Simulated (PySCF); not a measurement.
## SiF₄ + CF₂ → SiF₂ + CF₄

Level: PBE0 in the def2-TZVP basis family, all electrons, no relativity, computed in PySCF with density fitting; open shells unrestricted.

| species | state and structure | E (Eh) | ZPE (kJ/mol) | H(298 K) − H(0) (kJ/mol) | S° (J/(mol K)) |
| --- | --- | --- | --- | --- | --- |
| SiF₄ | singlet, Td, Si–F 1.562 Å (×4) | -688.83677 | 33.4 | 15.4 | 283.2 |
| CF₂ | singlet, C2v, C–F 1.296 Å (×2); F–C–F 104.8° | -237.56926 | 18.6 | 10.3 | 240.6 |
| SiF₂ | singlet, C2v, Si–F 1.601 Å (×2); F–Si–F 100.6° | -489.06017 | 12.3 | 11.2 | 256.9 |
| CF₄ | singlet, Td, C–F 1.318 Å (×4) | -437.27334 | 45.4 | 12.7 | 261.2 |

(1) What is the electronic reaction energy?

(2) Add zero-point, thermal and entropy terms for 298.15 K and 1 bar.

Answers

(1) At PBE0/def2-TZVP, ΔE = 190.4 kJ/mol from the differences of the total energies times 2625.5, uphill. Here the heavier silicon holds on to the higher oxidation state.

(2) ΔZPE = 5.7 and Δ[H(298) − H(0)] = -1.8 kJ/mol give ΔH° = 194.3 kJ/mol. ΔS° = -5.7 J/(mol K), so ΔG° = 194.3 − 298.15 × (-0.0057) = 196 kJ/mol.

The structures come from searches over a few start shapes, so lower isomers are not excluded.
